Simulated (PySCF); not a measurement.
**Unknowns**

PySCF 2.14 calculation with GIAO PBE0/pcSseg-1 shieldings and geometry from GFN2-xTB; one conformer, in vacuum, averaged over atoms made equivalent by symmetry, fast rotation or ring inversion, non-relativistic Hamiltonian.

References, each an isolated molecule treated in the same way: ¹H, ¹³C vs TMS. Splittings of carbon signals by F and P are missing where no couplings were computed. Where no couplings were computed, multiplicities follow the n + 1 count of equivalent neighbours, and m marks all less simple cases (inequivalent or close neighbours, rings, F or P nearby). Shifts are as computed. Against solution values, carbons near 30 ppm lie about +3 ppm off and those near 130 ppm about +5 ppm. Of 1211 compounds with measured shifts, 218 miss one by over three times the rms of a fit or turn the order of signals round; such compounds aren't used in these exercises.

Question: C5H6N4. ¹H NMR (300 MHz, computed): δ 4.23 (s, 3H), 2.67 (s, 3H). ¹³C{¹H} NMR (computed): δ 159.1 (C), 125.1 (C), 117.4 (C), 41.7 (CH3), 13.0 (CH3). Give a structure.

Answer: `Cc1nn(C)nc1C#N`. The formula gives 5 degrees of unsaturation (1 ring in the answer). 5 carbon signals for 5 carbons: no two carbons are equivalent. Carbon types of the structure: 3 × C, 2 × CH3, which accounts for all hydrogens. δC 159.1, 125.1: substituted aromatic carbon next to a ring nitrogen. δC 117.4: nitrile carbon; C≡N carbons fall here, among the sp2 signals but without a proton. δC 13.0: methyl carbon on an aromatic ring; aliphatic region, no heteroatom directly attached. δH 4.23: hydrogen on a methyl carbon bonded to N; its carbon carries N, an electronegative neighbour.

The data come from this structure; uniqueness wasn't tested.

Question: C4H8FNSi2. ¹H NMR (400 MHz, computed): δ 7.73 (m, 1H), 4.94 (m, 1H), 3.50 (d, 3H), 0.58 (d, 3H). ¹³C{¹H} NMR (computed): δ 180.1 (CH), 119.3 (C), 100.0 (C), -6.0 (CH3). Give a structure.

Answer: SMILES C[Si@H]([SiH3])/C(C#N)=C\F. Rings plus π bonds: 3 (no ring in the answer). 4 carbon signals for 4 carbons: no two carbons are equivalent. Carbon types of the structure: 2 × C, 1 × CH, 1 × CH3, leaving 4 H on heteroatoms. δC 180.1: alkene CH. δC 119.3: nitrile carbon; typical of a nitrile. δC 100.0: fully substituted alkene carbon; the olefinic region. δH 0.58: hydrogen on a methyl carbon bonded to Si; an electropositive neighbour shields it, as in TMS itself.

This is the structure that produced the data.
